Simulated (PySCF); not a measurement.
Vertical excitations of a molecule C4H5F from TDA-LC-ωPBE/def2-SVPD run with PySCF 2.14.0, as energy in eV (oscillator strength): 5.07 (0.001), 7.22 (0.000), 7.38 (0.003), 7.88 (0.054), 8.35 (0.810), 8.54 (0.993), 8.70 (0.000), 9.27 (0.019), 9.71 (0.000), 9.83 (0.070). Lowest triplet (TDA): 4.23 eV. The structure is a stationary point at PBE0-D3(BJ)/def2-SVP. Other conformers were not sampled.

Question: Which structure fits?
A) C#C[C@H](C)F
B) CC=C=CF
C) C=C=C(C)F
D) F[C@H]1C=CC1

Answer: C, C=C=C(C)F
